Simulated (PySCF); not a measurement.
## Calculated data, BClH₄OSi, CH₇BN₂, AlBH₄N₂, AlBClH₃N and others

Calculation on a computer-drawn molecule: the log of a Hartree-Fock and frozen-core CCSD(T) single point meant for a local Hartree-Fock minimum, with one planted fault or none, to be diagnosed. Offsets are logged minus clean, where the clean run is the same molecule without the fault. The reference is restricted for singlets and unrestricted otherwise, and also for a bond in bohr or an excited solution. Adding or removing an electron swaps singlet and doublet. The excited solution moves the top pair (singlet) or top alpha electron (doublet) to the lowest empty orbital. Highest occupied and lowest empty are orbital energies over both spins, largest force is the largest gradient component, triples share is (T) over the correlation energy, the T1 limit is 0.02 restricted and 0.045 unrestricted, electrons count all cores, a negative frequency is imaginary (commonest isotopes), and the dipole is about the centre of nuclear charge. Program: PySCF 2.14.0.

Common to all runs: logged SCF converged yes; logged CC converged yes; logged SCF stable within its kind yes; possible faults no fault, one electron removed, one electron added, multiplicity raised by two, geometry at a saddle point, SCF held on an excited solution, minimal basis STO-3G, one bond length entered in bohr, all coordinates scaled.

(1) 
```xyz
8
formula=BClH4OSi meant_charge=0 meant_multiplicity=1 meant_basis=cc-pV(D+d)Z logged_electrons=48 logged_basis_functions=94 logged_spin_squared=2.0096 logged_highest_occupied=-6.4838 logged_lowest_empty=-1.7187 logged_largest_force=0.025442 logged_T1_diagnostic=0.022604 logged_D1_diagnostic=0.12403 logged_triples_share=0.027213 logged_dipole_magnitude=2.4881 logged_energy_HF=-850.24605 logged_energy_CCSD(T)=-850.80984 planted_fault=multiplicity_raised_by_two HF_energy_offset_from_clean_run=101 CCSD(T)_energy_offset_from_clean_run=102.1
O     -0.9010    -0.0604    -3.1311
B     -1.1581    -0.7266    -1.9907
Si    -2.3055     0.0260    -0.4658
Cl    -3.9585    -1.2277    -0.2266
H     -1.2906     0.7982    -3.2011
H     -0.6764    -1.8226    -1.9001
H     -2.8316     1.3831    -0.7437
H     -1.5889     0.0515     0.8259
```

Units: logged_highest_occupied, logged_lowest_empty in eV; logged_largest_force in hartree/bohr; logged_dipole_magnitude in debye; logged_energy_HF, logged_energy_CCSD(T) in hartree; HF_energy_offset_from_clean_run, CCSD(T)_energy_offset_from_clean_run in kcal/mol.

Drawn bonds:
```csv
atom,other atom,order
1,2,1
2,3,1
3,4,1
1,5,1
2,6,1
3,7,1
3,8,1
```

(2) 
```xyz
11
formula=CH7BN2 meant_charge=0 meant_multiplicity=1 meant_basis=cc-pVDZ logged_electrons=32 logged_basis_functions=27 logged_spin_squared=0 logged_highest_occupied=-8.0629 logged_lowest_empty=10.822 logged_largest_force=0.036992 logged_T1_diagnostic=0.013406 logged_D1_diagnostic=0.064985 logged_triples_share=0.015544 logged_dipole_magnitude=1.0632 logged_energy_HF=-173.42531 logged_energy_CCSD(T)=-173.66052 planted_fault=minimal_basis_STO-3G HF_energy_offset_from_clean_run=1389 CCSD(T)_energy_offset_from_clean_run=1638
C     -0.4910    -1.6831    -1.3239
B     -0.8894    -1.8344     0.2130
N      0.0918    -1.6336     1.2172
N     -2.2262    -2.1463     0.5687
H      0.5441    -1.9811    -1.5163
H     -0.5854    -0.6356    -1.6336
H     -1.1338    -2.2725    -1.9843
H      1.0384    -1.4073     1.0026
H     -0.0966    -1.6718     2.1963
H     -2.9416    -2.2872    -0.1106
H     -2.5504    -2.2178     1.5098
```

Units: logged_highest_occupied, logged_lowest_empty in eV; logged_largest_force in hartree/bohr; logged_dipole_magnitude in debye; logged_energy_HF, logged_energy_CCSD(T) in hartree; HF_energy_offset_from_clean_run, CCSD(T)_energy_offset_from_clean_run in kcal/mol.

Drawn bonds:
```csv
atom,other atom,order
1,2,1
2,3,1
2,4,1
1,5,1
1,6,1
1,7,1
3,8,1
3,9,1
4,10,1
4,11,1
```

(3) 
```xyz
8
formula=AlBH4N2 meant_charge=0 meant_multiplicity=1 meant_basis=cc-pV(D+d)Z logged_electrons=37 logged_basis_functions=85 logged_spin_squared=0.7652 logged_highest_occupied=0.58321 logged_lowest_empty=7.5216 logged_largest_force=0.060476 logged_T1_diagnostic=0.022117 logged_D1_diagnostic=0.065544 logged_triples_share=0.034135 logged_dipole_magnitude=3.9288 logged_energy_HF=-377.77806 logged_energy_CCSD(T)=-378.32608 planted_fault=one_electron_added HF_energy_offset_from_clean_run=27.56 CCSD(T)_energy_offset_from_clean_run=22.5
N      0.4856     2.7092    -1.7603
Al     0.7766     1.1520    -1.5294
B      1.1332    -0.9501    -1.2743
N      0.6443    -1.8864    -2.1691
H      0.3181     3.6777    -1.8830
H      1.7713    -1.3453    -0.3375
H      0.8080    -2.8671    -2.0545
H      0.1034    -1.6712    -2.9805
```

Units: logged_highest_occupied, logged_lowest_empty in eV; logged_largest_force in hartree/bohr; logged_dipole_magnitude in debye; logged_energy_HF, logged_energy_CCSD(T) in hartree; HF_energy_offset_from_clean_run, CCSD(T)_energy_offset_from_clean_run in kcal/mol.

Drawn bonds:
```csv
atom,other atom,order
1,2,2
2,3,1
3,4,1
1,5,1
3,6,1
4,7,1
4,8,1
```

Notes: highest electron not bound in this basis.

(4) 
```xyz
7
formula=AlBClH3N meant_charge=0 meant_multiplicity=2 meant_basis=cc-pV(D+d)Z logged_electrons=46 logged_basis_functions=89 logged_spin_squared=0 logged_highest_occupied=-0.058554 logged_lowest_empty=7.7406 logged_largest_force=0.047657 logged_T1_diagnostic=0.015048 logged_D1_diagnostic=0.045636 logged_triples_share=0.030126 logged_dipole_magnitude=3.2327 logged_energy_HF=-782.34119 logged_energy_CCSD(T)=-782.86225 planted_fault=one_electron_added HF_energy_offset_from_clean_run=19.42 CCSD(T)_energy_offset_from_clean_run=-3.39
N      0.1743    -3.3437     1.0364
B      0.0425    -1.9841     1.0060
Al    -0.1467     0.0280     0.9696
Cl    -1.1420     0.9157    -0.6948
H      0.9546    -3.8284     0.6366
H     -0.5086    -3.9523     1.4450
H      0.3904     0.9908     2.0869
```

Units: logged_highest_occupied, logged_lowest_empty in eV; logged_largest_force in hartree/bohr; logged_dipole_magnitude in debye; logged_energy_HF, logged_energy_CCSD(T) in hartree; HF_energy_offset_from_clean_run, CCSD(T)_energy_offset_from_clean_run in kcal/mol.

Drawn bonds:
```csv
atom,other atom,order
1,2,1
2,3,1
3,4,1
1,5,1
1,6,1
3,7,1
```

(5) 
```xyz
8
formula=CH4B2Cl meant_charge=0 meant_multiplicity=2 meant_basis=cc-pV(D+d)Z logged_electrons=37 logged_basis_functions=28 logged_spin_squared=0.7522 logged_highest_occupied=-7.8882 logged_lowest_empty=5.824 logged_largest_force=0.017036 logged_T1_diagnostic=0.011071 logged_D1_diagnostic=0.044773 logged_triples_share=0.017183 logged_dipole_magnitude=2.2596 logged_energy_HF=-543.01282 logged_energy_CCSD(T)=-543.16577 planted_fault=minimal_basis_STO-3G HF_energy_offset_from_clean_run=3787 CCSD(T)_energy_offset_from_clean_run=3993
B     -0.4800    -1.4754     0.6571
C      0.0764    -0.0204     0.4807
B      0.6134     0.2310    -0.9656
Cl    -0.2456     1.3038    -2.0845
H     -1.4458    -1.8248     1.2721
H     -0.6155     0.7439     0.8423
H      0.9608    -0.0444     1.1423
H      1.5980    -0.2935    -1.3881
```

Units: logged_highest_occupied, logged_lowest_empty in eV; logged_largest_force in hartree/bohr; logged_dipole_magnitude in debye; logged_energy_HF, logged_energy_CCSD(T) in hartree; HF_energy_offset_from_clean_run, CCSD(T)_energy_offset_from_clean_run in kcal/mol.

Drawn bonds:
```csv
atom,other atom,order
1,2,1
2,3,1
3,4,1
1,5,1
2,6,1
2,7,1
3,8,1
```

(6) 
```xyz
8
formula=BH4O2Si meant_charge=1 meant_multiplicity=1 meant_basis=cc-pV(D+d)Z logged_electrons=38 logged_basis_functions=85 logged_spin_squared=0.9 logged_highest_occupied=-15.069 logged_lowest_empty=-5.9082 logged_largest_force=0.014254 logged_T1_diagnostic=0.042378 logged_D1_diagnostic=0.21185 logged_triples_share=0.029552 logged_dipole_magnitude=2.4231 logged_energy_HF=-465.3079 logged_energy_CCSD(T)=-465.85217 planted_fault=one_bond_length_entered_in_bohr,row_1_of_the_drawn_bonds HF_energy_offset_from_clean_run=116.5 CCSD(T)_energy_offset_from_clean_run=138
O      0.8370    -1.2611     1.9799
B      0.7909    -0.9198    -0.4859
Si     2.6909    -0.4596    -1.1893
O      3.0377    -0.1778    -2.7034
H      0.0157    -1.4780     2.4105
H     -0.1402    -0.9919    -1.2219
H      3.8952    -0.3485    -0.3699
H      2.4729    -0.1756    -3.4686
```

Units: logged_highest_occupied, logged_lowest_empty in eV; logged_largest_force in hartree/bohr; logged_dipole_magnitude in debye; logged_energy_HF, logged_energy_CCSD(T) in hartree; HF_energy_offset_from_clean_run, CCSD(T)_energy_offset_from_clean_run in kcal/mol.

Drawn bonds:
```csv
atom,other atom,order
1,2,1
2,3,1
3,4,1
1,5,1
2,6,1
3,7,1
4,8,1
```
